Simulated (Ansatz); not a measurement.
`CCC[S][AlH2]` and `CCCBr` differ in one atom or group.

Ansatz, PBE0-D4/def2-TZVP geometries, multiplicity 1. Each molecule was computed in one conformer, which needn't be the lowest.

Scalar relativity is left out up to krypton. Spin–orbit coupling is left out; it splits and shifts lone-pair levels of the heavy atoms by tenths of an eV.

| property | `CCC[S][AlH2]` |
| --- | --- |
| HOMO energy (PBE/def2-TZVPP) / eV | -6.05 |
| LUMO energy (B3LYP/def2-TZVPP) / eV | -1.45 |
| HOMO–LUMO gap (PBE0/def2-TZVPP) / eV | 5.90 |
| size of the dipole moment (ωB97M-V/def2-TZVPP) / D | 1.57 |
| HOMO–LUMO gap (B3LYP/def2-TZVPP) / eV | 5.47 |
| HOMO–LUMO gap (ωB97M-V/def2-TZVPP) / eV | 9.68 |

What does the change do to each property? (Best estimate.)

Computed: 
```
                                          property  `CCCBr`  shift
                 HOMO energy (PBE/def2-TZVPP) / eV    -6.49  -0.44
               LUMO energy (B3LYP/def2-TZVPP) / eV    -0.08   1.37
              HOMO–LUMO gap (PBE0/def2-TZVPP) / eV     7.99   2.09
size of the dipole moment (ωB97M-V/def2-TZVPP) / D     2.14   0.57
             HOMO–LUMO gap (B3LYP/def2-TZVPP) / eV     7.45   1.98
           HOMO–LUMO gap (ωB97M-V/def2-TZVPP) / eV    12.24   2.56
```

With PBE0 the HOMO falls by 0.62 eV and the LUMO rises by 1.48 eV, so the gap widens by about 2.10 eV. PBE moves the HOMO by -0.44 eV and ωB97M-V by -0.72 eV. Dipoles are sizes alone; their direction can turn.

B3LYP here is the variant with VWN-RPA as its local correlation; programs differ in this.
